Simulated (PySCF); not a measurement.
## Working out the ionisation energy of Ge⁺

Ge⁺ [Ar] 3d10 4s2 4p1 (2P) → Ge²⁺ [Ar] 3d10 4s2 (1S). Computed with PySCF 2.14 in aug-cc-pVQZ-DK (8s7p5d3f2g, 93 functions), with the spin-free X2C one-electron Hamiltonian (Gaussian nucleus). Frozen: [Ar] 3d10. Energies in hartree (1 hartree = 27.21139 eV):

```
            part   Ge⁺ (lower)  Ge²⁺ (upper)
             UHF  -2096.784841  -2096.224247
CCSD correlation     -0.052177     -0.040269
             (T)     -0.000847      0.000000
```

Task: What does Hartree-Fock give?

Result: (-2096.224247) − (-2096.784841) = 0.560594 hartree = 15.255 eV.

Task: What do CCSD and CCSD(T) give?

Result: The CCSD correlation energies differ by 0.011908 hartree = 0.324 eV and the triples by 0.000847 hartree = 0.023 eV, so CCSD gives 15.579 eV and CCSD(T) 15.602 eV.

Measured between the centres of the two terms (NIST): 15.789 eV, so CCSD(T) (valence) is off by -0.187 eV.

What remains against the reference includes basis incompleteness, the frozen core and higher excitations.
